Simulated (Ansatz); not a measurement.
`C[O][Al]1[CH2][O]1` at its PBE0-D4/def2-TZVP geometry, where that method's forces vanish. Total charge 0; spin multiplicity 1.

```xyz
10

C     1.3976   -0.9553   -1.4971
O     0.5928   -0.8981   -0.3579
Al   -0.4098    0.0233    0.5825
C    -1.4869    1.2950    1.4373
O    -1.3387   -0.0935    1.9950
H     1.0351   -1.7387   -2.1688
H     2.4258   -1.1975   -1.2134
H     1.4053   -0.0073   -2.0451
H    -1.1063    2.0562    2.1192
H    -2.5149    1.5159    1.1481
```

What forces (eV/Å) does r2SCAN-D4/def2-TZVPP give on these atoms in Ansatz? (An estimate is asked.)

The calculation gave: 
```
C1   0.185 -0.021 -0.255
O2  -0.109 -0.057  0.189
Al3  0.010  0.061 -0.047
C4  -0.043  0.358 -0.137
O5  -0.012 -0.339  0.206
H6   0.004  0.009  0.010
H7  -0.013  0.001 -0.003
H8  -0.003 -0.008  0.007
H9  -0.014 -0.003  0.012
H10 -0.006  0.000  0.018
```
